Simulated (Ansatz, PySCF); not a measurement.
The Ansatz (a program for electronic structure) input:
Ansatz 0.2 input:
```yaml
crystal:
  periodic: [false, false, false]
  atoms:
    - {symbol: Cl, position_ang: [-1.18100000, -1.20450000, -1.10200000]}
    - {symbol: Si, position_ang: [0.00000000, 0.00000000, 0.00000000]}
    - {symbol: Cl, position_ang: [-0.78700000, 1.85430000, 0.04460000]}
    - {symbol: Cl, position_ang: [0.12880000, -0.72030000, 1.87740000]}
    - {symbol: Cl, position_ang: [1.83920000, 0.07050000, -0.82000000]}
basis:
  gaussian:
    orbitals: STO-3G
hamiltonian:
  xc: cam_b3lyp
magnetization: {spin_polarized: true, initial_magnetization: 2}
accuracy: high
```

**Question.** Give the equivalent PySCF input.

**Answer.** Several could match; the one computed here: 
```python
from pyscf import gto, scf, dft

mol = gto.M(
    atom='''
Cl   -1.181000   -1.204500   -1.102000
Si    0.000000    0.000000    0.000000
Cl   -0.787000    1.854300    0.044600
Cl    0.128800   -0.720300    1.877400
Cl    1.839200    0.070500   -0.820000
''',
    basis='sto-3g',
    charge=0,
    spin=2,
    verbose=4,
)

mf = dft.UKS(mol)
mf.xc = 'camb3lyp'
mf.grids.atom_grid = (99, 590)
mf.grids.prune = None
mf.kernel()
```

Both were run: Ansatz gave -2106.712616 Eh and PySCF -2106.712028 Eh, 0.589 mEh apart.
